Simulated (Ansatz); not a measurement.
Born–Oppenheimer molecular dynamics of ClGaH$_{2}$ (4 atoms, charge 0, multiplicity 1). It starts at the highest image of a converged band, a first-order saddle point between two minima.

Computed with Ansatz, UKS r2SCAN-D4/def2-SVP.

* ensemble: NVE (velocity Verlet)
* time step: 0.5 fs
* steps asked: 200
* starting velocities drawn for: 300 K
* seed: 10282

First frame:

```xyz
4
Properties=species:S:1:pos:R:3
Ga -0.743 0.415 -0.276
Cl 1.538 -0.756 0.169
H 0.659 -0.075 -1.042
H -1.454 0.416 1.149
```

Problem. How far do the bonds stretch over the last three quarters of this one trajectory? (Pairs bonded in most of those frames.)

Solution. 
```csv
bond,mean (Å),spread (Å),shortest,longest
Ga1–H4,1.671,0.016,1.64,1.70
Cl2–H3,1.295,0.027,1.25,1.35
```

Mean temperature of the second half: 833 K. The conserved energy stayed within 0.069 meV per atom of its start (net change 0.001 meV per atom), so the integration is sound. The kinetic energy rose, since the run started high on the potential surface and went downhill. It ends in pieces (ClH + GaH), so much of that is their flight and rotation, not heat. A run of 0.1 ps of so small a system gives no equilibrium averages. The orbitals were unrestricted but ended closed-shell.

Time of the run: 3.4 min on 2 threads of Intel(R) Xeon(R) 6975P-C (Granite Rapids), with other jobs on the host, peak memory 0.17 GiB.
